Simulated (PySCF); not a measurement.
Isomers of C6H15Al. Method: PySCF, PBE0-D3(BJ)/def2-SVP geometry optimisation, gas phase. Energies are electronic, without zero-point or thermal terms, for one conformer each. No frequencies were run at this level. Point groups hold within 0.08 Å.

Question: Order them by energy at this level, lowest first, and give relative energies in kJ/mol.
A. AlMe2(tBu), `[CH3][Al]([CH3])[C](C)(C)C`
B. `[CH3:1][CH2:2][Al:3]([CH2:4][CH3:5])[CH2:6][CH3:7]` with C1–C2–Al3–C4 -139°, C2–Al3–C4–C5 -178°, C2–Al3–C6–C7 44° (triethylaluminum)

Answer: A (0.0), B (26.2).

```csv
SMILES,E (Eh),E rel (kJ/mol),dipole (D),point group,"A, B, C (MHz)"
[CH3][Al]([CH3])[C](C)(C)C,-479.46668,0.0,0.28,C1,"2389, 1539, 1193"
C[CH2][Al]([CH2]C)[CH2]C,-479.45670,26.2,0.15,C1,"2213, 1276, 874.0"
```

Question: How do the relative energies change in single points at CAM-B3LYP/def2-SVPD (no added dispersion term) on the same geometries?

Answer: 
| SMILES | PBE0-D3(BJ)/def2-SVP (kJ/mol) | CAM-B3LYP/def2-SVPD (kJ/mol) | shift |
| --- | --- | --- | --- |
| [CH3][Al]([CH3])[C](C)(C)C | 0.0 | 0.0 | 0.0 |
| C[CH2][Al]([CH2]C)[CH2]C | 26.2 | 22.5 | -3.7 |

Each column counts from its own lowest isomer. The order is unchanged; the largest shift is 3.7 kJ/mol.
